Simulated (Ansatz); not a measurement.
Input for Ansatz (a quantum-chemistry and plane-wave program): R-CCSD(T)/def2-TZVPP on CH5NSn (SMILES [CH3][Sn][NH2]), a point of a torsion scan. Elements past Kr take the def2 small-core potentials; no spin–orbit coupling. The run froze 11 orbitals, filled d shells among them.

Ansatz 0.2 input:
```yaml
crystal:
  periodic: [false, false, false]
  atoms:
    - {symbol: C, position_ang: [1.38081912, -0.13799343, 0.14111140]}
    - {symbol: Sn, position_ang: [-0.24408113, 1.42340283, 0.56341146]}
    - {symbol: N, position_ang: [-1.91001037, 0.38334955, -0.23668353]}
    - {symbol: H, position_ang: [1.44766415, -0.33661428, -0.93088080]}
    - {symbol: H, position_ang: [2.37761408, 0.14474794, 0.47971388]}
    - {symbol: H, position_ang: [1.13200303, -1.08627807, 0.62240513]}
    - {symbol: H, position_ang: [-1.84539406, 0.14958512, -1.22232202]}
    - {symbol: H, position_ang: [-2.14705297, -0.48908918, 0.22429003]}
basis:
  gaussian:
    orbitals: def2-TZVPP
magnetization: {spin_polarized: false}
correlation: {method: ccsd_t, electrons: outside_noble_gas}
scf: {lower_state_search: off}
```

The head of its log:

```
WARN ansatz: RAYON_NUM_THREADS=1 ignored (pool sized by the plan → 1); use --threads N
Functional definition: HF
these checks for a lower state are left out or cut short: stability, starts, cluster_reference, orbital_swaps, neighbouring_geometries, increment
integrals: 0.61 GiB planned
1238 factors; integrals over basis functions are off by at most 1.1e-3 eV
mean field: 0.51 GiB planned
mean field evaluation 1: about -8392.1704 eV, gradient 4.7e1 eV
mean field evaluation 2: about -8392.2584 eV, gradient 4.7e1 eV
mean field evaluation 4: about -8397.3567 eV, gradient 3.6e0 eV
mean field evaluation 8: about -8397.4391 eV, gradient 4.0e-1 eV
mean field evaluation 16: about -8397.4408 eV, gradient 2.1e-6 eV
mean field -8397.44077327 eV, -308.6002564280 hartree, gradient 2.1e-6 eV, S^2 0.000000; 0 other end points of the search recorded, 0 dependent functions left out
11 core orbitals not correlated
reference -8397.44077327 eV, -308.6002564280 hartree; 9, 9 occupied and 162, 162 virtual orbitals, 1238 factors
```

Q: Give the final energy of this run.

A: -309.1400 hartree (reference determinant -308.6003, T1 diagnostic 0.012).
